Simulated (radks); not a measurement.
Numerical settings for neutral bromine, [Ar] 3d10 4s2 4p5. Calculated with a radial shooting solver on a logarithmic mesh with Libxc functionals: Dirac Kohn-Sham, PBE, spin-unpolarised, spherical densities, point nucleus; open shells fill j = l - 1/2 first. The defaults (mesh step 0.008 in ln r, mesh end at 40 bohr or more with all orbitals vanishing there, Anderson mixing 0.5 over 9 steps, residual threshold near 1e-9 with the energy settled to 1e-9 hartree or 1e-11 of itself, here a cap of 96 iterations) give E = -2606.5971 hartree and 4p3/2 at -7.675 eV in 14 iterations. Run on one thread of a shared host, so times are rough (Arm Neoverse N1): 0.15 s of CPU time, 0.15 s wall, 14 iterations on 2669 mesh points. Changes against that run (0 stands for a change within the tolerance of the run):

| setting | iterations | converged | E (mhartree) | e(4p3/2) (meV) | CPU (s) |
|---|---|---|---|---|---|
| mesh step in ln r 0.05 | 14 | yes | -0.00121 | 0 | 0.04 |
| mesh step in ln r 0.2 | 2 | no | diverged | - | 0.02 |
| mesh step in ln r 0.03 | 14 | yes | +0.000172 | 0 | 0.05 |
| mesh end (bohr) 1 | 13 | level above zero | +1.59e+05 | +6.45e+05 | 0.09 |
| mesh end (bohr) 12 | 14 | yes | +0.00122 | +0.159 | 0.14 |
| residual threshold 1e-05 | 10 | yes | 0 | +0.0295 | 0.12 |
| residual threshold 0.001 | 9 | yes | 0 | +1.29 | 0.11 |
| mixing 2.5 | 14 | yes | 0 | 0 | 0.15 |
| linear mixing, mixing 0.05 | 96 | no | +0.00379 | -28.6 | 0.77 |
| linear mixing, mixing 0.2 | 88 | yes | 0 | 0 | 0.63 |
| mixing history 20 | 20 | yes | 0 | 0 | 0.19 |
| iteration cap 8 | 8 | no | 0 | +1.29 | 0.08 |

Settled on a wrong energy, with an occupied level pushed above zero by the early mesh end: mesh end (bohr) 1 (+159 hartree). Apart from these: no run marked as converged misses the energy by more than 1 mhartree. A mesh that ends early acts as a hard wall.
